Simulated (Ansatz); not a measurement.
Calculated with Ansatz (gas phase, PBE0-D4/def2-TZVP geometries, no zero-point term in ΔE). CCSD(T)/CBS adds triple-zeta CCSD(T) − MP2 to the extrapolated MP2 energy (def2 sets, frozen cores). Functionals use def2-TZVPP. B3LYP here is the variant with VWN-RPA as its local correlation; programs differ in this. One conformer a species, not always the lowest.

Consider the isomerisation: `CO[SiH](N)O[SiH3]` → `CN([SiH3])[SiH](O)O`.

`CO[SiH](N)O[SiH3]`:

Z-matrix (Å, degrees):
```
C
O 1 1.411
H 1 1.095 2 110.8
H 1 1.095 2 111.6 3 -121.2
H 1 1.092 2 108.4 3 118.9
Si 2 1.632 1 124.5 3 82.2
O 6 1.634 2 112.8 1 -65.0
N 6 1.702 2 111.2 1 51.6
H 6 1.478 2 103.1 1 176.8
Si 7 1.634 6 142.9 2 -45.0
H 8 1.006 6 120.2 2 -143.4
H 8 1.006 6 122.0 2 65.1
H 10 1.487 7 110.3 6 68.2
H 10 1.484 7 108.2 6 -172.3
H 10 1.487 7 110.8 6 -52.5
```

`CN([SiH3])[SiH](O)O`:

```xyz
15

C    -1.201    1.215    0.368
N    -0.085    0.275    0.240
Si    1.499    0.938    0.399
Si   -0.514   -1.319   -0.248
O    -1.191   -1.410   -1.732
O     0.828   -2.258   -0.267
H    -1.043    1.896    1.210
H    -2.136    0.678    0.557
H    -1.345    1.817   -0.536
H     1.947    1.706   -0.798
H     1.508    1.873    1.557
H     2.476   -0.157    0.638
H    -1.581   -1.805    0.652
H    -0.620   -1.277   -2.491
H     1.457   -2.172    0.451
```

```json
{"level": "B3LYP-D4", "ΔE (kJ/mol)": "46.0"}
{"level": "r2SCAN", "ΔE (kJ/mol)": "41.0"}
{"level": "PBE0", "ΔE (kJ/mol)": "37.7"}
{"level": "MP2/def2-TZVPP", "ΔE (kJ/mol)": "34.5"}
{"level": "HF/def2-QZVPP", "ΔE (kJ/mol)": "69.0"}
{"level": "HF/CBS(def2)", "ΔE (kJ/mol)": "69.2"}
{"level": "MP2/CBS(def2)", "ΔE (kJ/mol)": "34.8"}
{"level": "CCSD/CBS(def2)", "ΔE (kJ/mol)": "43.0"}
```

(1) What does CCSD(T)/CBS give? (Estimate.)

Largest T1 diagnostic among the species: 0.011.

## Answers

(1) Ansatz gave: +38.8 kJ/mol. The listed levels differ from it by 7.2, 2.2, -1.1, -4.3, 30.2, 30.4, -4.0, 4.2 kJ/mol.

In def2-TZVPP, CCSD(T) changes the Hartree–Fock value by −29.0 kJ/mol (the triples alone add −4.2 kJ/mol) and MP2 by −32.9 kJ/mol. The D4 term adds −5.1 kJ/mol with B3LYP and −2.4 kJ/mol with PBE0; it sums over pairs of atoms, weighted by their polarisabilities, and B3LYP, whose exchange is more repulsive, gets the larger term.
